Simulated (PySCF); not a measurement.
# ORD: `CC[C@@H](Cl)[Si@H](Cl)Br`, C₃H₇BrCl₂Si

Geometry (Å), atoms numbered from 1 in this order:
```xyz
14

C    -2.0178    0.2129   -0.5461
C    -0.5324   -0.0955   -0.6917
C     0.2206    0.0343    0.6245
Cl   -0.3483   -1.2310    1.7844
Si    2.1129   -0.1996    0.5038
Cl    2.9808    0.1664    2.2710
Br    2.8166    1.2638   -1.0030
H    -2.4797   -0.4616    0.1709
H    -2.1640    1.2353   -0.2038
H    -2.5195    0.0941   -1.5028
H    -0.0909    0.6005   -1.4099
H    -0.4035   -1.1066   -1.0836
H    -0.0364    0.9877    1.0950
H     2.4609   -1.5014   -0.0309
```

Method: TDDFT BHandHLYP/aug-cc-pVDZ circular dichroism and optical rotation, one conformer, gas phase (PySCF 2.14.0). Geometry: GFN2-xTB.

The molecule is flexible and this is one conformer; a measurement averages over conformers. The calculation is non-relativistic, which matters for the atoms heavier than Zn.

Stereocentres: C3 R, Si5 R.

(1) Give the optical rotatory dispersion at 633, 589.3, 546, 436, 405, 365, 355 nm.

(2) And for the mirror image at 589.3 nm?

(3) What is the molar rotation [Φ] = [α]·M/100 of the geometry above at 589.3 nm?

Answers

(1) [α] in deg dm⁻¹ (g/mL)⁻¹:
```csv
λ (nm),origin-invariant length gauge,modified velocity gauge,length gauge (centre of mass),isotropic polarisability (au)
633,+21.6,+18.2,+21.8,109.4
589.3,+25.2,+21.2,+25.4,109.8
546,+29.6,+25.0,+29.9,110.3
436,+48.8,+40.9,+49.1,112.3
405,+57.7,+48.3,+58.1,113.3
365,+73.7,+61.5,+74.2,114.9
355,+78.8,+65.7,+79.3,115.4
```

(2) -25.2 deg dm⁻¹ (g/mL)⁻¹ (origin-invariant length gauge): the same size and the opposite sign.

(3) With M = 221.98 g/mol, +55.8 deg cm² dmol⁻¹ (origin-invariant length gauge).

The first excitation lies at 6.92 eV (179 nm) with R = +2.5 × 10⁻⁴⁰ esu² cm² (velocity form).
